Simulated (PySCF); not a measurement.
C2H6N2Si, SMILES C#C[SiH](N)N.

Geometry: PBE-D3(BJ)/def2-SVP. This is a generated structure with no PubChem entry under its InChIKey; it may be hypothetical. One conformer was computed; it need not be the lowest.

Calculation: SMD-PBE0/6-31G* (PySCF).

Solvation free energies are E(SMD) − E(gas) at the gas-phase geometry, for 1 M in both phases. In vacuum the dipole moment is 0.40 D.

```
solvent            ΔG(solv) (kcal/mol)  its non-electrostatic (CDS) part  dipole (D)
-----------------  -------------------  --------------------------------  ----------
water                             -3.8                               6.4        0.53
acetonitrile                       [?]                               [?]         [?]
dimethylsulfoxide                 -4.9                               5.1        0.52
```

### Question
Complete the blanks. (An estimate is asked for; the answer gives what the named calculation found.)

### Answer

- acetonitrile, ΔG(solv) (kcal/mol): -6.6
- acetonitrile, its non-electrostatic (CDS) part: 3.4
- acetonitrile, dipole (D): 0.52
